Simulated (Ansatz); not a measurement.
Reaction (cleavage of the Si–B bond): `OBB[SiH3]` + HCl → `[SiH3]Cl` + `BBO`

Gas-phase electronic energies from Ansatz, PBE0-D4/def2-TZVP geometries. CBS: MP2 limit from def2 TZ/QZ plus the TZ coupled-cluster correction, frozen cores. This one scheme is used for every species. Functionals use def2-TZVPP. HSE06 is defined as in plane-wave codes. Each species was taken in one conformer, which may not be the lowest.

| level | ΔE (kcal/mol) | difference from CCSD(T)/CBS |
| --- | --- | --- |
| revPBE-D4 | -20.1 | 3.7 |
| r2SCAN-D4 | -22.6 | 1.2 |
| r2SCANh-D4 | -23.0 | 0.8 |
| HSE06-D4 | -21.6 | 2.2 |
| BHLYP-D4 | -25.5 | -1.7 |
| ωB97M-V | -24.6 | -0.8 |
| PBE-QIDH | -24.0 | -0.2 |
| PBE0 | -22.0 | 1.8 |
| r2SCANh | -23.2 | 0.6 |
| HSE06 | -22.0 | 1.8 |
| CAM-B3LYP | -24.6 | -0.8 |
| RPA@PBE/def2-TZVPP | -22.8 | 1.0 |
| HF/def2-SVP | -27.0 | -3.2 |
| MP2/def2-SVP | -23.1 | 0.7 |
| HF/def2-QZVPP | -29.1 | -5.3 |
| CCSD/CBS(def2) | -24.4 | -0.6 |
| CCSD(T)/CBS | -23.8 | 0 |

Largest T1 diagnostic among the species: 0.014.

From PBE to PBE0 (25 % exact exchange), in def2-TZVPP and without D4, ΔE moves by −1.7 kcal/mol. At CCSD(T), def2-SVP lies +2.8 kcal/mol from the extrapolated value and def2-TZVPP +0.9 kcal/mol. Leaving LDA and LC-ωPBE aside and taking each functional with its dispersion term where it has one, the values, not all of them listed here, spread over 5.6 kcal/mol, from BHLYP-D4 to PBE-D4. LDA lies +1.8 kcal/mol from PBE without D4.
